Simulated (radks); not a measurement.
Results of a calculation; reference values are marked as such.
Q: These are the eigenvalues of the occupied orbitals of an atom or ion with whole-number occupations (eV). Code: a radial shooting solver on a logarithmic mesh with Libxc functionals. Model: scalar-relativistic Kohn-Sham, Wu-Cohen GGA, spin-polarised, spherical densities, point nucleus.

| orbital | eigenvalue |
|---|---|
| 1s down | -20864.85 |
| 1s up | -20864.84 |
| 2s up | -2976.611 |
| 2s down | -2976.004 |
| 2p up | -2664.593 |
| 2p down | -2664.131 |
| 3s up | -517.9772 |
| 3s down | -517.6188 |
| 3p up | -415.5770 |
| 3p down | -415.1798 |
| 3d up | -249.6969 |
| 3d down | -249.1156 |
| 4s up | -74.3545 |
| 4s down | -71.2700 |
| 4p up | -46.4416 |
| 4p down | -43.1110 |
| 4d up | -7.8312 |
| 5s up | -5.6082 |
| 5s down | -4.2285 |

Which element is it, and in what charge state? The configuration may be excited. Open shells, if any, are filled with parallel spins first.

A: Z = 43, technetium, charge 0: Tc in [Kr] 4d5 5s2. The list shows which subshells hold electrons but not how many an open one holds; the 1s level, -766.77 hartree, gives Z - s = 39.2 by -(Z - s)^2/2, which with screening and relativity narrows Z to a few neighbours, and the depths of the outer levels then fix element, charge and occupations together.
